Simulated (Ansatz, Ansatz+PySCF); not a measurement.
```xyz
2

Be    0.0000    0.0000    0.0000
S     0.0000    0.0000    5.2200
```

Basis set: def2-SVP (spherical functions). Charge 0, multiplicity 1.

Computed with Ansatz (development build ahead of 0.2.0); each method stands on the lowest determinant of its kind that the runs found.

The atomization energy at this shape (free ground-state atoms in the same class of orbitals less the molecule, no zero-point energy) of singlet BeS:

```csv
method,atomization energy
UHF,-0.53 eV
```

Problem. What does PBE0 (unrestricted) give?

Solution. -0.41 eV. Caution: another spin multiplicity may lie lower; the shape is not the minimum; the unrestricted determinant is a mixture of spin states. Caution for PBE0 (unrestricted): charge can spread falsely over distant fragments. Caution for UHF: a free atom is spin contaminated.
